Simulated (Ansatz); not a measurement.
`[OH][GeH2][NH][SiH](O)F`. Charge 0, multiplicity 1. The geometry is a stationary point of PBE0-D4/def2-TZVP. It is one conformer, not always the lowest.

```xyz
12

O    -1.144    1.968   -0.585
Ge   -0.405    1.333    0.897
N    -0.403   -0.513    0.881
Si    0.435   -1.432   -0.261
O     0.861   -0.350   -1.420
F    -0.511   -2.574   -0.846
H    -0.696    1.604   -1.355
H    -1.303    1.801    2.045
H     1.053    1.805    1.000
H    -1.154   -0.951    1.393
H     1.639   -2.148    0.212
H     1.628   -0.545   -1.960
```

(1) What is the dipole moment at B3LYP/def2-TZVPP? (Best estimate.)

(2) And with PBE, r2SCAN, ωB97M-V? (Best estimate.)

(3) Give the Mulliken charges with B3LYP, ωB97M-V, r2SCAN in def2-TZVPP. (Estimate.)

## Answers

(1) Computed: 2.20 D, with components (2.07, -0.57, 0.49) D in this frame, pointing from negative to positive charge.

(2) Computed: PBE 2.02 D, r2SCAN 2.09 D, ωB97M-V 2.19 D.

(3) The calculation gave: 
```
atom  B3LYP  ωB97M-V  r2SCAN
  O1  -0.43    -0.43   -0.44
 Ge2   0.46     0.42    0.47
  N3  -0.39    -0.41   -0.44
 Si4   0.72     0.68    0.75
  O5  -0.40    -0.39   -0.43
  F6  -0.32    -0.31   -0.32
  H7   0.18     0.18    0.20
  H8   0.00     0.03    0.00
  H9  -0.03     0.00   -0.03
 H10   0.13     0.11    0.15
 H11  -0.11    -0.07   -0.11
 H12   0.19     0.18    0.20
```

B3LYP here is the variant with VWN-RPA as its local correlation; programs differ in this.
